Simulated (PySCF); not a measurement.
**Potential energy of BeAl⁺ along the bond**

Set-up: basis Be def2-SVP, Al def2-SVP; no relativity; PySCF 2.14. Energies in eV from Be + Al⁺ in their ground configurations at the same level. State: ¹Σ⁺ (singlet), closed shell.

```json
{"R (Å)": "2.417", "PBE0": "-0.5968"}
{"R (Å)": "2.530", "PBE0": "-0.7144"}
{"R (Å)": "2.642", "PBE0": "-0.7777"}
{"R (Å)": "2.727", "PBE0": "-0.7994"}
{"R (Å)": "2.811", "PBE0": "-0.8047"}
{"R (Å)": "2.895", "PBE0": "-0.7978"}
{"R (Å)": "3.008", "PBE0": "-0.7746"}
{"R (Å)": "3.148", "PBE0": "-0.7310"}
{"R (Å)": "3.317", "PBE0": "-0.6667"}
{"R (Å)": "3.542", "PBE0": "-0.5740"}
```

Q: Put a parabola through the three lowest points of the PBE0 curve and estimate Re, k and ωe (reduced mass 6.756 u; 1 eV/Å² = 0.16022 mdyn/Å; ωe = 1302.8·√(k/μ) cm⁻¹).

A: Through R = 2.727, 2.811, 2.895 Å the second-order coefficient is 0.865 eV/Å², so Re ≈ 2.805 Å, k ≈ 0.277 mdyn/Å and ωe ≈ 264 cm⁻¹. A polynomial fit of higher order to the unrounded PBE0 energies gives Re = 2.802 Å, k = 0.285 mdyn/Å, ωe = 267 cm⁻¹; anharmonicity and rounding make the difference.

The higher-order fit for each curve: PBE0: Re = 2.802 Å, ωe = 267 cm⁻¹, De = 0.80 eV.

Closed-shell solutions of metal pairs were not tested for spin polarisation, which can lower them a little. For an ion De counts to the pair picked by the measured ionisation energies or electron affinities, which need not be the lowest pair at this level.
